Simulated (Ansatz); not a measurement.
System: CH2Br2 (charge 0, singlet). SMILES: BrCBr
Geometry: optimised at B3LYP-D3(BJ)/def2-TZVP (Ansatz, a quantum-chemistry and plane-wave program).

Wanted: atomisation energy (electronic, to ground-state atoms), in kJ/mol. Valence correlation only, unless marked. Open shells are spin-unrestricted. No spin-orbit coupling. Frozen are the shells of the preceding noble gas and the d and f shells that filled before the atom's block. Non-relativistic. The coupled-cluster limit lacks core correlation, which all-electron functionals hold. Basis-set limits of correlation are two-point, X^-3; Hartree-Fock from the larger set (for Q and 5 zeta extrapolated as (X+1)exp(-9√X)).

| level | program | atomisation energy (kJ/mol) |
|---|---|---|
| revPBE-D3(BJ)/def2-TZVPD | Ansatz + dftd3 | 1456.6 |
| PBE0-D4/def2-TZVP | Ansatz + dftd4 | 1465.4 |
| PBE-QIDH/def2-TZVPD | Ansatz | [?] |
| CCSD/aug-cc-pVTZ | Ansatz | [?] |
| CCSD(T)/CBS(cc-pVQZ,cc-pV5Z) | Ansatz | 1450.3 |

Question: Fill in the missing entries.

Answer: 
- PBE-QIDH/def2-TZVPD, atomisation energy (kJ/mol): 1443.4
- CCSD/aug-cc-pVTZ, atomisation energy (kJ/mol): 1386.2
